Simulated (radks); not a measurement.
Results of a calculation; reference values are marked as such.
Question: These are the eigenvalues of the occupied orbitals of an atom or ion with whole-number occupations (eV). Code: a radial shooting solver on a logarithmic mesh with Libxc functionals. Model: non-relativistic Kohn-Sham, exchange-only PBE, spin-polarised, spherical densities, point nucleus.

orbital  eigenvalue
1s        -10863.38
2s        -1968.325
2p        -1835.229
3s        -737.1932

Which element is it, and in what charge state? The configuration may be excited. Open shells, if any, are filled with parallel spins first.

Answer: Z = 31, gallium, charge +19: Ga19+ in [Ne] 3s2. The list shows which subshells hold electrons but not how many an open one holds; the 1s level, -399.22 hartree, gives Z - s = 28.3 by -(Z - s)^2/2, which with screening narrows Z to a few neighbours, and the depths of the outer levels then fix element, charge and occupations together.
